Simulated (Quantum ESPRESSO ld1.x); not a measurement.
Excited configurations of Si: one electron is placed in a higher orbital outside [Ne] 3s2 3p1. The ground configuration is [Ne] 3s2 3p2. All-electron calculation, non-relativistic Kohn-Sham, LDA (Slater exchange, Perdew-Zunger correlation), spin-polarised, spherical densities, point nucleus; open shells are filled with parallel spins first. Program: ld1.x of Quantum ESPRESSO 7.5. Excitation = E - E(ground); binding = E(ion) - E, where the ion is the core of charge +1; n* = 1/sqrt(2 binding) in atomic units, and the quantum defect is n - n*.

| outer orbital | excitation (eV) | binding (eV) | quantum defect | <r> (bohr) |
|---|---|---|---|---|
| 4s | 4.857 | 3.390 | 1.997 | 6.478 |
| 4d | 6.960 | 1.287 | 0.748 | 14.33 |
| 5s | 6.623 | 1.624 | 2.106 | 13.59 |
| 5d | 7.435 | 0.812 | 0.906 | 24.88 |
| 5f | 7.607 | 0.640 | 0.390 | 29.12 |
| 6p | 7.456 | 0.791 | 1.852 | 27.63 |
| 6f | 7.786 | 0.461 | 0.567 | 43.84 |
| 7f | 7.900 | 0.347 | 0.737 | 61.22 |

The Delta-SCF ionisation energy is 8.247 eV (NIST Atomic Spectra Database: 8.152 eV, measured). Self-interaction in the functional shifts the binding energies and quantum defects, so they are the method's values and not measured ones. Open shells are spherical and high-spin; term and fine-structure splittings are not resolved.
